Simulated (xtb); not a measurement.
SiFCl, SMILES Cl[Si]F (connectivity only; charge and spin as stated), neutral, multiplicity 1. All values are semi-empirical tight-binding results from xtb (GFN2-xTB unless named), good for trends rather than for accurate numbers. Geometry: GFN2-xTB.

The point group as xtb finds it comes out as Cs. The orbital gap is 3.12 eV, the dipole moment is 0.80 D and the zero-point energy comes out as 2.1 kcal/mol. The G − E(el) at 298.15 K (modified RRHO) is -14.7 kcal/mol and the static polarisability (D4 model) comes out as 48.9 bohr³. The solvation energy, GFN2-xTB/ALPB(water) is 0.8 kcal/mol and the solvation energy, GFN2-xTB/ALPB(ether) comes out as -0.2 kcal/mol.
